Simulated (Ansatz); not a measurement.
Program: Ansatz. Geometries: PBE0-D4/def2-TZVP. ΔE: electronic, gas phase. CCSD(T)/CBS adds triple-zeta CCSD(T) − MP2 to the extrapolated MP2 energy (def2 sets, frozen cores). This one scheme is used for every species. DFT in def2-TZVPP. For Ga outer-core shells are correlated without core-valence functions, which leaves a few kJ/mol of doubt a bond. Scalar relativity is left out up to krypton. One conformer a species, not always the lowest.

`O[SiH]([SiH3])[GaH2]` + H₂O → `[OH][GaH2]` + `O[SiH2][SiH3]`  (formal hydrolysis of a Ga–Si bond)

CCSD(T)/CBS gives -53.7 kJ/mol.

Question: Another level gave -53.4 kJ/mol. Which?
A. LDA (SPW92)/def2-TZVPP
B. BLYP/def2-TZVPP
C. r2SCAN0-D4/def2-TZVPP
D. CAM-B3LYP/def2-TZVPP

Answer: C. r2SCAN0-D4 -53.4, LDA (SPW92) -47.5, CAM-B3LYP -68.2, BLYP -64.2 kJ/mol.

Largest T1 diagnostic among the species: 0.015.

The D4 term adds +8.4 kJ/mol with B3LYP and +4.8 kJ/mol with PBE0; it sums over pairs of atoms, weighted by their polarisabilities, and B3LYP, whose exchange is more repulsive, gets the larger term. In def2-TZVPP, CCSD(T) changes the Hartree–Fock value by +15.1 kJ/mol (the triples alone add +1.0 kJ/mol) and MP2 by +9.8 kJ/mol. Leaving LDA and LC-ωPBE aside and taking each functional with its dispersion term where it has one, the values, not all of them listed here, spread over 23.4 kJ/mol, from B2PLYP to revPBE-D4.

B3LYP here is the variant with VWN-RPA as its local correlation; programs differ in this.
